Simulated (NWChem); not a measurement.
All runs are NWChem calculations. System: HgI₂, charge 0, spin multiplicity 1, at a geometry optimised with PBE/def2-SVP with def2 effective core potentials on I, Hg. The structure started from a generated list of species. Level: CAM-B3LYP/def2-TZVP with def2 effective core potentials on I, Hg.

Job file:

```
start mol
memory heap 200 mb stack 900 mb global 1100 mb
geometry units angstroms nocenter noautoz
  Hg     0.000000     0.000000     0.000000
  I      0.000000     0.000000    -2.634737
  I      0.000000     0.000000     2.634737
  symmetry group D2h
end
basis spherical
  * library def2-tzvp
end
ecp
  I library def2-ecp
  Hg library def2-ecp
end
dft
  xc xcamb88 1.00 lyp 0.81 vwn_5 0.19 hfexch 1.00
  cam 0.33 cam_alpha 0.19 cam_beta 0.46
  direct
  iterations 100
end
task dft energy
```

NWChem printed:

```
             Northwest Computational Chemistry Package (NWChem) 7.3.0
             --------------------------------------------------------

                                NWChem Input Module
                                -------------------

 Scaling coordinates for geometry "geometry" by  1.889725989
 (inverse scale =  0.529177249)

 Turning off AUTOSYM since
 SYMMETRY directive was detected!

                             Geometry "geometry" -> ""
                             -------------------------

 Output coordinates in angstroms (scale by  1.889725989 to convert to a.u.)

  No.       Tag          Charge          X              Y              Z
 ---- ---------------- ---------- -------------- -------------- --------------
    1 Hg                  80.0000     0.00000000     0.00000000     0.00000000
    2 I                   53.0000     0.00000000     0.00000000    -2.63473700
    3 I                   53.0000     0.00000000     0.00000000     2.63473700

 Effective nuclear repulsion energy (a.u.)    1985.2655190015

            Nuclear Dipole moment (a.u.)
            ----------------------------
        X                 Y               Z
 ---------------- ---------------- ----------------
     0.0000000000     0.0000000000     0.0000000000

      Symmetry information
      --------------------

 Group name             D2h
 Group number             26
 Group order               8
 No. of unique centers     2

      Symmetry unique atoms

     1    2


 Summary of "ao basis" -> "" (spherical)
 ------------------------------------------------------------------------------
       Tag                 Description            Shells   Functions and Types
 ---------------- ------------------------------  ------  ---------------------
 *                         def2-tzvp                  on all atoms

                                 NWChem DFT Module
                                 -----------------

 Summary of "ao basis" -> "ao basis" (spherical)
 ------------------------------------------------------------------------------
       Tag                 Description            Shells   Functions and Types
[...]
              MO Center= -1.2D-31,  1.8D-17,  6.9D-16, r^2= 8.8D+00
   Bfn.  Coefficient  Atom+Function         Bfn.  Coefficient  Atom+Function
  ----- ------------  ---------------      ----- ------------  ---------------
    60      0.377661  2 I  py               110     -0.377661  3 I  py
    54     -0.326716  2 I  py               104      0.326716  3 I  py
    57      0.268167  2 I  py               107     -0.268167  3 I  py
    63      0.202383  2 I  py               113     -0.202383  3 I  py
    23      0.144683  1 Hg d -1              28      0.063028  1 Hg d -1

 Vector   36  Occ=0.000000D+00  E=-7.459738D-02  Symmetry=ag
              MO Center= -5.3D-15, -1.6D-15,  1.3D-14, r^2= 8.0D+00
   Bfn.  Coefficient  Atom+Function         Bfn.  Coefficient  Atom+Function
  ----- ------------  ---------------      ----- ------------  ---------------
     6      0.786395  1 Hg s                  5      0.545379  1 Hg s
     3     -0.380299  1 Hg s                 64     -0.372731  2 I  pz
   114      0.372731  3 I  pz                61     -0.294119  2 I  pz
   111      0.294119  3 I  pz                55      0.254396  2 I  pz
   105     -0.254396  3 I  pz                49     -0.232364  2 I  s

 Vector   37  Occ=0.000000D+00  E=-7.047029D-03  Symmetry=b2u
              MO Center= -7.8D-20,  4.1D-16,  1.4D-17, r^2= 6.8D+00
   Bfn.  Coefficient  Atom+Function         Bfn.  Coefficient  Atom+Function
  ----- ------------  ---------------      ----- ------------  ---------------
    20      0.717611  1 Hg py                17      0.462483  1 Hg py
    63     -0.232372  2 I  py               113     -0.232372  3 I  py
    11     -0.200832  1 Hg py                54      0.109207  2 I  py
   104      0.109207  3 I  py                57     -0.105411  2 I  py
   107     -0.105411  3 I  py                60     -0.100976  2 I  py

 Vector   38  Occ=0.000000D+00  E=-7.047029D-03  Symmetry=b3u
              MO Center=  5.2D-15,  2.5D-20, -2.7D-17, r^2= 6.8D+00
   Bfn.  Coefficient  Atom+Function         Bfn.  Coefficient  Atom+Function
  ----- ------------  ---------------      ----- ------------  ---------------
    19      0.717611  1 Hg px                16      0.462483  1 Hg px
    62     -0.232372  2 I  px               112     -0.232372  3 I  px
    10     -0.200832  1 Hg px                53      0.109207  2 I  px
   103      0.109207  3 I  px                56     -0.105411  2 I  px
   106     -0.105411  3 I  px                59     -0.100976  2 I  px

 center of mass
 --------------
 x =   0.00000000 y =   0.00000000 z =   0.00000000

 moments of inertia (a.u.)
 ------------------
        6291.659326764760           0.000000000000           0.000000000000
           0.000000000000        6291.659326764760           0.000000000000
           0.000000000000           0.000000000000           0.000000000000

     Multipole analysis of the density
     ---------------------------------

     L   x y z        total         alpha         beta         nuclear
     -   - - -        -----         -----         ----         -------
     0   0 0 0     -0.000000    -35.000000    -35.000000     70.000000

     1   1 0 0     -0.000000     -0.000000     -0.000000      0.000000
     1   0 1 0     -0.000000     -0.000000     -0.000000      0.000000
     1   0 0 1     -0.000000     -0.000000     -0.000000      0.000000

     2   2 0 0    -58.203290    -29.101645    -29.101645      0.000000
     2   1 1 0     -0.000000     -0.000000     -0.000000      0.000000
     2   1 0 1     -0.000000     -0.000000     -0.000000      0.000000
     2   0 2 0    -58.203290    -29.101645    -29.101645      0.000000
     2   0 1 1     -0.000000     -0.000000     -0.000000      0.000000
     2   0 0 2    -60.449079   -649.968382   -649.968382   1239.487686

 Task  times  cpu:      116.2s     wall:      116.2s

 Total times  cpu:      116.2s     wall:      116.2s
```
